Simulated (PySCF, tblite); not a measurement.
Compound: 2,2,2-trifluoroethyl acrylate, C5H5F3O2.
Bonds: C1–C2 (double), C2–C3, C3–O4 (double), C3–O5, O5–C6, C6–C7, C7–F8, C7–F9, C7–F10. Hydrogens: H11, H12 on C1; H13 on C2; H14, H15 on C6.

Computed with GFN2-xTB (tblite), gas phase: nudged elastic band of 9 images (0 to 8), spring 0.2 eV/Å², climbing image at the end, force threshold 0.05 eV/Å. No saddle search or frequency run followed, so the top image need not be a first-order saddle, and its height can exceed the method's true barrier by a kcal/mol or more.

Path: rotation about C6–C7 (sp3 carbon bound to oxygen, CF3 carbon), followed by the dihedral O5–C6–C7–F8.

Image 0 (start, dihedral -66°):
```
atom  x, y, z in Å
C1     -3.138   -0.188    0.268
C2     -1.973    0.435    0.387
C3     -0.790   -0.024   -0.358
O4     -0.739   -0.935   -1.138
O5      0.287    0.754   -0.056
C6      1.514    0.398   -0.646
C7      2.411   -0.284    0.388
F8      2.780    0.546    1.369
F9      1.813   -1.328    0.966
F10     3.537   -0.736   -0.182
H11    -3.234   -1.041   -0.385
H12    -4.014    0.125    0.808
H13    -1.819    1.289    1.028
H14     2.012    1.305   -0.997
H15     1.346   -0.306   -1.473
```

Image 8 (end, 0.000 eV, dihedral 55°):
```
atom  x, y, z in Å
C1     -3.123    0.098    0.426
C2     -1.921    0.649    0.323
C3     -0.808   -0.077   -0.307
O4     -0.846   -1.174   -0.794
O5      0.321    0.685   -0.286
C6      1.496    0.098   -0.793
C7      2.408   -0.313    0.364
F8      1.789   -1.108    1.240
F9      3.482   -0.975   -0.086
F10     2.863    0.742    1.050
H11    -3.299   -0.894    0.043
H12    -3.950    0.608    0.889
H13    -1.685    1.635    0.692
H14     2.020    0.834   -1.408
H15     1.249   -0.800   -1.375
```

**Question.** What do the inner images look like?

**Answer.** 
Image 1: +0.010 eV, dihedral -51°
```
atom  x, y, z in Å
C1     -3.136   -0.161    0.297
C2     -1.975    0.476    0.370
C3     -0.799   -0.018   -0.364
O4     -0.758   -0.961   -1.106
O5      0.287    0.759   -0.093
C6      1.511    0.363   -0.660
C7      2.410   -0.293    0.390
F8      2.541    0.445    1.496
F9      1.966   -1.492    0.774
F10     3.643   -0.470   -0.110
H11    -3.234   -1.041   -0.318
H12    -4.008    0.166    0.839
H13    -1.813    1.359    0.968
H14     2.026    1.247   -1.046
H15     1.336   -0.370   -1.459
```

Image 2: +0.031 eV, dihedral -36°
```
atom  x, y, z in Å
C1     -3.136   -0.126    0.321
C2     -1.970    0.504    0.364
C3     -0.803   -0.026   -0.359
O4     -0.773   -0.996   -1.066
O5      0.290    0.752   -0.125
C6      1.509    0.327   -0.684
C7      2.412   -0.298    0.387
F8      2.305    0.305    1.573
F9      2.156   -1.595    0.586
F10     3.699   -0.209    0.017
H11    -3.244   -1.027   -0.262
H12    -4.001    0.226    0.856
H13    -1.797    1.407    0.929
H14     2.025    1.195   -1.101
H15     1.324   -0.430   -1.458
```

Image 3: +0.052 eV, dihedral -21°
```
atom  x, y, z in Å
C1     -3.135   -0.091    0.343
C2     -1.964    0.531    0.357
C3     -0.806   -0.033   -0.354
O4     -0.787   -1.029   -1.024
O5      0.294    0.746   -0.157
C6      1.507    0.290   -0.706
C7      2.414   -0.303    0.385
F8      2.096    0.117    1.610
F9      2.379   -1.639    0.410
F10     3.694    0.041    0.172
H11    -3.253   -1.011   -0.207
H12    -3.994    0.286    0.870
H13    -1.781    1.451    0.889
H14     2.024    1.141   -1.159
H15     1.308   -0.490   -1.452
```

Image 4 (top): +0.061 eV, dihedral -5°
```
atom  x, y, z in Å
C1     -3.133   -0.056    0.364
C2     -1.958    0.558    0.349
C3     -0.807   -0.038   -0.348
O4     -0.800   -1.058   -0.982
O5      0.299    0.741   -0.188
C6      1.504    0.253   -0.726
C7      2.416   -0.306    0.383
F8      1.925   -0.108    1.606
F9      2.622   -1.622    0.252
F10     3.626    0.270    0.348
H11    -3.261   -0.993   -0.154
H12    -3.987    0.345    0.883
H13    -1.765    1.494    0.849
H14     2.024    1.081   -1.215
H15     1.290   -0.552   -1.442
```

Image 5: +0.053 eV, dihedral 10°
```
atom  x, y, z in Å
C1     -3.130   -0.020    0.383
C2     -1.950    0.584    0.341
C3     -0.808   -0.043   -0.342
O4     -0.812   -1.085   -0.940
O5      0.305    0.733   -0.217
C6      1.502    0.215   -0.745
C7      2.415   -0.309    0.380
F8      1.802   -0.358    1.562
F9      2.868   -1.542    0.118
F10     3.499    0.465    0.533
H11    -3.268   -0.974   -0.101
H12    -3.978    0.405    0.893
H13    -1.748    1.536    0.807
H14     2.026    1.017   -1.269
H15     1.274   -0.616   -1.427
```

Image 6: +0.032 eV, dihedral 25°
```
atom  x, y, z in Å
C1     -3.126    0.016    0.402
C2     -1.942    0.610    0.332
C3     -0.809   -0.050   -0.335
O4     -0.825   -1.111   -0.898
O5      0.311    0.722   -0.243
C6      1.500    0.175   -0.761
C7      2.412   -0.311    0.376
F8      1.735   -0.619    1.483
F9      3.102   -1.401    0.015
F10     3.319    0.614    0.718
H11    -3.275   -0.952   -0.048
H12    -3.968    0.466    0.901
H13    -1.731    1.576    0.763
H14     2.030    0.952   -1.318
H15     1.262   -0.679   -1.410
```

Image 7: +0.010 eV, dihedral 40°
```
atom  x, y, z in Å
C1     -3.122    0.054    0.420
C2     -1.934    0.635    0.322
C3     -0.810   -0.057   -0.329
O4     -0.838   -1.135   -0.856
O5      0.318    0.708   -0.268
C6      1.498    0.135   -0.776
C7      2.408   -0.314    0.372
F8      1.730   -0.878    1.373
F9      3.312   -1.208   -0.053
F10     3.099    0.707    0.896
H11    -3.281   -0.929    0.006
H12    -3.957    0.528    0.907
H13    -1.714    1.615    0.717
H14     2.033    0.888   -1.362
H15     1.253   -0.741   -1.392
```

The largest changes of bonds and angles from start to top: C6–C7 1.529 → 1.541 Å, C7–F8 1.338 → 1.333 Å, C7–F9 1.335 → 1.338 Å, O5–C6–C7 109.9 → 111.0°, F9–C7–F10 107.3 → 106.3°, O5–C6–H15 110.1 → 109.7°. GFN2-xTB torsional profiles can miss by a kcal/mol or more and can put conformers in the wrong order.

**Question.** What do single points at PBE0/pcSseg-1 (PySCF, no dispersion term) give on some images?

**Answer.** 
| image | GFN2-xTB E (eV) | DFT E (eV) | HOMO (eV) | LUMO (eV) | dipole (D) |
| --- | --- | --- | --- | --- | --- |
| 0 | 0.000 | 0.000 | -8.66 | -1.78 | 2.61 |
| 2 | 0.031 | 0.061 | -8.66 | -1.79 | 2.63 |
| 4 | 0.061 | 0.142 | -8.67 | -1.79 | 2.65 |
| 6 | 0.032 | 0.083 | -8.67 | -1.78 | 2.61 |
| 8 | 0.000 | 0.000 | -8.67 | -1.78 | 2.60 |

Energies count from image 0 at each level. At the GFN2-xTB top the DFT energy is 3.3 kcal/mol against 1.4; the geometries weren't optimised at the DFT level.

What follows is the cost of the whole band run. Rough CPU time on one thread of a shared machine: about 7 s.
